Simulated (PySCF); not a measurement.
# [La(PH3)]3+ relaxed at several levels

Computed with PySCF 2.14.0, PBE0, def2-SVP on the ligands, density fitting, scalar-relativistic core potentials, no spin-orbit coupling, vacuum. Each row is relaxed at its own level from the same template. Distances are means of the shortest metal–ligand contacts, charges and spins Mulliken's; removal energies are rigid, with the ligand's formal charge and no counterpoise, so too large; for an anion taken off a cation in vacuum most of it is the attraction of opposite charges, and multiply charged cations can part far more cheaply with an electron moved from ligand to metal. lcecp potentials hold a fixed number of 4f electrons in the core, out of states, spins and gaps.

| level | basis on the metal | point group | M–PH3 (Å) | charge on M (e) | HOMO–LUMO gap (eV) | removal of one PH3 (eV) | unstable modes (below −25 cm⁻¹) |
| --- | --- | --- | --- | --- | --- | --- | --- |
| PBE0 | lcecp-1-SVP with ECP46 | C3v | 3.064 | 2.36 | – | 4.80 | 0 |

Q: What does the calculation give for PBE0, def2-SVP with ECP46?

A: point group: C3v, M–PH3 (Å): 3.053, charge on M (e): 2.36, HOMO–LUMO gap (eV): 4.46, removal of one PH3 (eV): 4.80, unstable modes (below −25 cm⁻¹): 0.
```xyz
5

La    0.0000    0.0000   -0.5253
P     0.0000    0.0000    2.5281
H     1.3187    0.0000    3.0708
H    -0.6594    1.1421    3.0708
H    -0.6594   -1.1421    3.0708
```

One start shape was tried for each, so a minimum needn't be the lowest isomer.
